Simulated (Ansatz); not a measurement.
Consider the atomization: `[NH2][GaH][OH]` → Ga• + 4 H• + N• + O•.

Program: Ansatz. Geometries: PBE0-D4/def2-TZVP. ΔE: electronic, gas phase. CCSD(T)/CBS adds triple-zeta CCSD(T) − MP2 to the extrapolated MP2 energy (def2 sets, frozen cores). This one scheme is used for every species, atoms too. DFT in def2-TZVPP. HSE06 is defined as in plane-wave codes. No spin–orbit coupling; open shells (•) take unrestricted orbitals. Spin–orbit coupling would lower the free atoms: a little for O; clearly for Ga. Bonds to Ga are less sure, by a few kJ/mol each and by 10 to 20 or more in all where they break to atoms, as the def2 sets lack core-valence functions. Scalar relativity is left out up to krypton. One conformer a species, not always the lowest.

```
             level  ΔE (kJ/mol)  difference from CCSD(T)/CBS
           PBE0-D4       2172.9                        -52.8
        r2SCAN0-D4       2146.6                        -79.1
          HSE06-D4       2174.6                        -51.1
           ωB97X-V       2215.5                        -10.2
          PBE-QIDH       2171.4                        -54.3
              PBE0       2164.7                        -61.0
         CAM-B3LYP       2207.0                        -18.7
     CCSD/def2-SVP       2015.8                       -209.9
   CCSD/def2-TZVPP       2122.2                       -103.5
CCSD(T)/def2-TZVPP       2158.8                        -66.9
       CCSD(T)/CBS       2225.7                            0
```

Largest T1 diagnostic among the species: 0.014.

From r2SCAN to r2SCAN0 (25 % exact exchange), in def2-TZVPP and without D4, ΔE moves by −52.3 kJ/mol: exact exchange takes away binding that semilocal exchange gives to molecules. The D4 term adds +15.9 kJ/mol with B3LYP and +8.2 kJ/mol with PBE0; it sums over pairs of atoms, weighted by their polarisabilities, and B3LYP, whose exchange is more repulsive, gets the larger term.

B3LYP here is the variant with VWN-RPA as its local correlation; programs differ in this.

For atomizations the MP2-based limit and the directly extrapolated one differ by several kJ/mol either way, and by 10 to 25 for some Ge, Se and Sn compounds, so smaller differences from it don't rank the levels.
